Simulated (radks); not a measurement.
Task: All-electron atom: Rh I in [Kr] 4d8 5s0.5 5p0.5 (fractional occupations, a model configuration). Method: scalar-relativistic Kohn-Sham, r2SCAN, spin-polarised, spherical densities, finite nucleus; open shells are filled with parallel spins first (spin-orbit coupling, left out, can overturn this in heavy ions); meta-GGA in the generalised Kohn-Sham scheme; Fermi nuclear charge, rms radius 4.4945 fm; computed with a radial shooting solver on a logarithmic mesh with Libxc functionals. Some entries of the table are withheld. Estimate them.

orbital,occ.,eigenvalue (eV),<r^2> (bohr^2)
1s up,1,-23086.36,0.001439
1s down,1,-23086.36,0.001439
2s up,1,-3361.048,0.02372
2s down,1,-3360.626,0.02372
2p up,3,-3009.465,0.01870
2p down,3,-3009.151,0.01870
3s up,1,-606.8566,0.1738
3s down,1,-606.7391,0.1738
3p up,3,-490.2941,0.1766
3p down,3,-490.1305,0.1766
3d up,5,-304.4584,0.1640
3d down,5,-304.1266,0.1639
4s up,1,-86.3582,1.100
4s down,1,-84.6711,1.095
4p up,3,-53.5548,1.354
4p down,3,-51.7526,1.347
4d up,5,-7.6809,3.038
4d down,3,-5.7797,3.114
5s up,0.5,(1),12.11
5s down,0,(2),13.01
5p up,0.5,-1.4689,28.33

Result: 
(1) 5s up eigenvalue (eV): -5.3433
(2) 5s down eigenvalue (eV): -3.7028
